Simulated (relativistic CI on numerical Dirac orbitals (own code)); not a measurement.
## Hyperfine structure of Te XXXIII, mass number 123

Calculated at this level of theory: Dirac-Coulomb-Breit CI, KLI orbitals optimised for each configuration, model QED (radiative potential, 1s self-energy scaled to tabulated hydrogen-like ionisation energies), unscaled Slater integrals (own radial code, finite nucleus).

Configurations in the expansion (outside the closed core [Ne]): 3s²3p⁶3d², 3s²3p⁵3d³, 3s3p⁶3d³, 3s²3p⁶3d4s, 3s²3p⁶3d4p, 3s²3p⁶3d4d, 3s²3p⁵3d²4s, 3s²3p⁶3d4f, 3s²3p⁵3d²4p, 3s²3p⁵3d²4d, 3p⁶3d⁴, 3p⁵3d⁵, 3p⁵3d⁴4s, 3p⁶3d³4s, 3p⁵3d³4s². Double excitations out of closed p, d and f shells are left out; levels of such configurations are missing from the list, as are those of other unlisted configurations, and high levels can miss mixing partners. These lack a partner that the ground configuration has and come out too high: 3s²3p⁵3d²4p, 3s²3p⁵3d²4d.

Nuclear spin I = 1/2, μ = -0.7358 μN (tables of Stone and Pyykkö). The electronic factors are computed for point nuclear moments, without core polarisation or the Bohr-Weisskopf and QED corrections.

```csv
Level,E (cm⁻¹),A (MHz)
3s²3p⁶3d² ³F2,0.0,-42480
3s²3p⁶3d² ³F3,94152.2,-24700
3s²3p⁶3d² ³F4,150725.0,-23480
3s²3p⁶3d² ³P1,170020.7,697.8
3s²3p⁶3d² ¹G4,245797.1,-20670
3s²3p⁶3d² ³P2,269551.1,-17100
```

Levels with J = 0, under 50 % of one LS term, or S terms without an open s electron are left out. Small factors come from cancelling terms and can be off by tens of per cent or more.

At this charge energies of transitions that change n are usually good to better than 1 %, and those within a shell (Δn = 0) to a few per cent. Terms inside the open d or f shell come out 10 to 20 % too wide with unscaled integrals.

**Question.** Give the hyperfine levels of 3s²3p⁶3d² ³F2 relative to its centre of gravity.

**Answer.** With K = F(F + 1) − I(I + 1) − J(J + 1), E = AK/2: F = 3/2: 63720, F = 5/2: -42480 MHz.

LS names give the leading component of a level, which can be under half, so a name can repeat, a term be missing and a line seem to break the LS rules.
